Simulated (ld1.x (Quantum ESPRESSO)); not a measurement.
**silver (Ag): from the effect back to the setting (TM semilocal)**

Base potential:

- Element: Ag
- Generator: ld1.x (Quantum ESPRESSO) 7.5
- Type: norm-conserving Troullier–Martins (semilocal form)
- Functional: LDA (PZ)
- Relativity: scalar-relativistic
- Frozen core: [Kr]
- Valence charge: 11
- Reference configuration: 4d10 5s0.75 5p0.25
- Partial waves: 5p (bound): rc 3.90 bohr; 4d (bound): rc 1.15 bohr; 5s (bound): rc 2.45 bohr
- Local potential: the s channel
- Core correction: Bessel-smoothed model core inside 1.05 bohr

Cutoffs, loose and tight: the cutoffs (Ry, on a coarse ladder) from which the occupation-weighted sum of valence levels, in a spherical-Bessel basis at the reference potential, stays within 10 and 1 mRy of its value at 400 Ry. They do not see the model core or the augmentation charge, which bear on the density cutoff. Test errors are all-electron minus pseudo excitation energies from the reference, over the configurations 4d10 5s1 5p0; 4d10 5s0 5p0; 4d9 5s0 5p0; 4d10 5s0.5 5p0; 4d9 5s1 5p0; 4d8 5s0 5p0; 4d7 5s0 5p0 (two spin-polarised tests are not counted in the largest error); variants that change the core or the reference have their own tests.

Only the d radius is moved:

```
d radius (bohr)  cutoff, loose  cutoff, tight  bound ghosts  largest test error (meV)  median size of the test errors
            0.8         300 Ry         300 Ry          none                      -776                        31.3 meV
            0.9         180 Ry         300 Ry          none                      -808                        35.9 meV
           1.24          80 Ry          90 Ry          none                      -838                        40.2 meV
           1.38          80 Ry         100 Ry          none                      -842                        40.7 meV
           1.52          70 Ry         100 Ry          none                      -852                        41.8 meV
           1.74          60 Ry          90 Ry          none                      -878                        45.7 meV
```

One more run gave cutoff, loose: 100 Ry; cutoff, tight: 140 Ry; bound ghosts: none; largest test error (meV): -829; median size of the test errors: 38.8 meV. Which value of the d radius was used?

1.04 bohr. The median size of the test errors moves one way along this sweep, from 31.3 meV at 0.8 to 45.7 meV at 1.74 bohr, which places the run between 0.9 and 1.24 bohr.
